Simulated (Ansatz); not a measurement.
Molecule: C4H3ClO, net charge 0, singlet state. 
Geometry from a B3LYP-D3(BJ)/def2-TZVP (Ansatz, a first-principles code) optimisation:
SMILES: Clc1ccoc1
```xyz
9

Cl     1.6955     1.0514    -0.0961
C      0.2358     0.1442    -0.0133
C     -1.0895     0.6795     0.0215
C     -1.9099    -0.3966     0.0849
O     -1.1881    -1.5501     0.0916
C      0.1276    -1.2069     0.0310
H     -1.3687     1.7183     0.0013
H     -2.9785    -0.5073     0.1290
H      0.8459    -2.0056     0.0273
```
Charge 0, spin multiplicity 1.

Basis-set convergence of Hartree-Fock and CCSD(T) correlation energies (hartree) with Ansatz. Cores are frozen in the correlated levels unless marked. No spin-orbit coupling. No relativistic terms.

The Hartree-Fock reference is unstable (checked in the largest basis), which strains HF and MP2. 

```json
[
 {"basis": "cc-pV(D+d)Z", "functions": "108", "E(HF)": "-687.56195", "E(corr, CCSD(T))": "-0.90841"},
 {"basis": "cc-pV(T+d)Z", "functions": "231", "E(HF)": "-687.63965", "E(corr, CCSD(T))": "-1.12772"},
 {"basis": "cc-pV(Q+d)Z", "functions": "429", "E(HF)": "-687.65849", "E(corr, CCSD(T))": "-1.19949"}
]
```

Extrapolating the two largest sets (X = 3 and 4) as X^-3: E(corr) = (64·(-1.19949) - 27·(-1.12772))/37 = -1.2519 Eh, an estimate of the basis-set limit. The largest set recovers 95.8 % of it, the smallest 72.6 %.
